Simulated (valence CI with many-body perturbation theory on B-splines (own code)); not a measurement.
Values are calculated unless marked as measured or tabulated.
## Rh³²⁺: what each term of the Hamiltonian does

Level of theory: relativistic CI+MBPT: three valence electrons over a frozen Dirac-Fock core [Ne], radial functions for each j: 11 s, 11 p, 9 d, 7 f, 5 g, 2 h, 1 i, with the one-electron correlation potential Σ1 (screened to all orders), the two-electron term Σ2, the three-electron term Σ3, Breit, model QED; selected single and double excitations, second order for the rest (own B-spline code, finite nucleus).

No measured spectrum was set against this ion. As an estimate, large intervals hold to a few tenths of a per cent, small ones and those within an open d or f shell to about a per cent.

Each rung adds one term. CI alone is the Dirac-Coulomb CI over the frozen core; QED comes last and gives the full result, which names the levels. Energies are above (3s^2 3p1/2) J=1/2 on the same rung, in cm⁻¹.

Levels are named by their leading jj configuration (3d3/2^4 stands for four electrons in 3d with j = 3/2), which in mixed levels can hold well under half, so a name can repeat and another be missing. Letters in brackets count levels of one name in rising energy.

```
                     Level  CI alone     + Σ1     + Σ2     + Σ3  + Breit     Full
        (3s^2 3p3/2) J=3/2    286520   286948   287183   287190   282433   282954
        (3s 3p1/2^2) J=1/2    608825   607303   608088   608213   612782   607039
(3s 3p1/2 3p3/2) J=3/2 [a]    802387   801238   802944   803127   803567   798328
    (3s 3p1/2 3p3/2) J=5/2    868827   867722   868877   869031   868027   862925
(3s 3p1/2 3p3/2) J=3/2 [b]    969939   968852   968815   968935   967865   963235
    (3s 3p1/2 3p3/2) J=1/2   1044320  1043150  1039530  1039510  1040460  1035040
        (3s 3p3/2^2) J=5/2   1124590  1123900  1125250  1125420  1119900  1115950
        (3s^2 3d3/2) J=3/2   1271000  1270040  1266080  1265900  1260250  1258580
        (3s 3p3/2^2) J=1/2   1331300  1330580  1328580  1328520  1324850  1320050
        (3s^2 3d5/2) J=5/2   1365320  1364690  1360600  1360280  1351430  1350530
        (3s 3p3/2^2) J=3/2   1378280  1377510  1373120  1372990  1368040  1364030
     (3p1/2^2 3p3/2) J=3/2   1619000  1616380  1615030  1615300  1619030  1608910
(3s 3p1/2 3d3/2) J=3/2 [a]   1722770  1720240  1720420  1720450  1718640  1712500
    (3s 3p1/2 3d3/2) J=5/2   1752210  1749760  1750200  1750360  1747470  1741060
(3s 3p1/2 3d5/2) J=5/2 [a]   1817060  1814890  1815140  1815290  1811270  1804280
     (3p1/2 3p3/2^2) J=3/2   1829300  1827040  1825680  1825920  1825110  1815800
    (3s 3p1/2 3d5/2) J=7/2   1864430  1862320  1861950  1861940  1855500  1849900
(3s 3p1/2 3d3/2) J=3/2 [b]   1871970  1869580  1866970  1866830  1863680  1857870
    (3s 3p1/2 3d3/2) J=1/2   1872710  1870230  1867290  1867190  1864880  1859080
```

Question: How does the ionisation energy move along the ladder, and which term matters most?

Answer: CI alone 1922.5, + Σ1 1923.4, + Σ2 1923.3, + Σ3 1923.2, + Breit 1921.6, + QED 1921.7 eV. The largest step is Breit, -1.6 eV. NIST lists 1903 ± 9 eV (semi-empirical).
